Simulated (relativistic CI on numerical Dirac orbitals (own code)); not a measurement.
Mo5+: resonant inelastic scattering at the M2,3 edge

Computed with this model: Dirac-Coulomb-Breit CI, orbitals from a KLI potential per configuration, model QED, Kramers-Heisenberg scattering through one core-hole configuration in a parametric crystal field, unscaled Slater integrals; configurations [Kr] 4d → [Ne] 3s2 3p5 3d10 4s2 4p6 4d2; 300 K; core-hole width 3 eV; summed over polarisations. Incident energies are the highest absorption maxima for each field (at most a few, so the weaker spin-orbit partner edge can be absent), on the computed scale of the free ion. Intensities are in per cent of the strongest line above 0.02 eV; levels within 1 cm⁻¹ are merged; final levels count from the ground level, the first row holds all elastic scattering, lines under 0.4 are left out and each table stops after 24 rows. The scale of the Slater integrals is a model choice and moves the terms in proportion.

Field parameters in Wybourne normalisation: Oh B⁴₀ = 21Dq, B⁴₄ = √(5/14) B⁴₀. The field is a parameter set, without covalency.

S is read from ⟨S²⟩ = S(S + 1).

Oh, 10Dq = 8500 cm⁻¹:

```
Final level (eV)  Degeneracy  Irrep     S  405.4 eV  422.3 eV
           0.000           4     Γ8  0.50    2093.9     317.9
           0.202           2     Γ7  0.50     100.0      13.8
           1.154           4     Γ8  0.50      93.3      29.5
```

Oh, 10Dq = 19250 cm⁻¹:

```tsv
Final level (eV)	Degeneracy	Irrep	S	405.5 eV	422.9 eV
0.000	4	Γ8	0.50	1661.5	293.4
0.191	2	Γ7	0.50	100.0	7.8
2.466	4	Γ8	0.50	94.1	32.5
```

Oh, 10Dq = 29950 cm⁻¹:

```csv
Final level (eV),Degeneracy,Irrep,S,404.1 eV,406.6 eV,420.8 eV
0.000,4,Γ8,0.50,1098.4,1053.4,220.3
0.188,2,Γ7,0.50,77.2,59.6,11.9
3.786,4,Γ8,0.50,25.7,100.0,9.3
```

For the first field the strongest loss at the lowest incident energy is the level at 0.20 eV (S = 0.50, against 0.50 in the thermal ground state).
